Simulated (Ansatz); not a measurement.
`[F][Sn][Br]` + CH₃OH → `C[O][Sn][Br]` + H–F at 500 K and 1 bar (ligand exchange at the Sn–F bond).

Program: Ansatz. Geometries: PBE0-D4/def2-TZVP. ΔE: electronic, gas phase. CBS: MP2 limit from def2 TZ/QZ plus the TZ coupled-cluster correction, frozen cores. This one scheme is used for every species. def2 core potentials past Kr. For Br, Sn outer-core shells are correlated without core-valence functions, which leaves a few kJ/mol of doubt a bond. Scalar relativity is left out up to krypton. One conformer a species, not always the lowest.

```json
{"species": "`[F][Sn][Br]`", "CCSD(T)/CBS energy (Eh)": "-2887.23951", "H − E (kJ/mol)": "30.3", "S (J/(mol·K))": "339.8"}
{"species": "CH₃OH", "CCSD(T)/CBS energy (Eh)": "-115.61712", "H − E (kJ/mol)": "157.0", "S (J/(mol·K))": "265.4"}
{"species": "`C[O][Sn][Br]`", "CCSD(T)/CBS energy (Eh)": "-2902.45238", "H − E (kJ/mol)": "147.4", "S (J/(mol·K))": "402.5"}
{"species": "H–F", "CCSD(T)/CBS energy (Eh)": "-100.39570", "H − E (kJ/mol)": "39.4", "S (J/(mol·K))": "188.7"}
```

H − E and S are ideal-gas, rigid-rotor, harmonic terms from PBE0-D4/def2-TZVP, for one conformer and one mirror image of each species. 1 Eh = 2625.50 kJ/mol, R = 8.31446 J/(mol·K).

By hand: ΔE, ΔH, ΔS and ΔG.

ΔE = (-2902.45238) + (-100.39570) − (-2887.23951) − (-115.61712) = 0.00855 Eh = 22.4 kJ/mol. Δ(H − E) = 147.4 + 39.4 − 30.3 − 157.0 = -0.5, so ΔH = 21.9 kJ/mol. ΔS = 402.5 + 188.7 − 339.8 − 265.4 = -14.0 J/(mol·K). ΔG = 21.9 − 500 × (-14.0)/1000 = 28.9 kJ/mol.

By hand: the equilibrium constant, and the temperature at which ΔG would vanish if ΔH and ΔS stayed fixed.

log₁₀ K = −ΔG/(RT ln 10) = -3.0. ΔH and −TΔS have one sign here, so there is no such temperature.

The number of gas molecules stays the same, so ΔS is small and ΔH decides. A doubt of 5 kJ/mol in ΔE shifts log₁₀ K by 0.5 here. Other conformers and mirror images would add mixing entropy, several J/(mol·K) or more a flexible species. These are equilibria of isolated gas molecules and say nothing of rates. Largest T1 diagnostic: 0.015 (customary marks: 0.02 for closed shells, 0.045 for open ones).
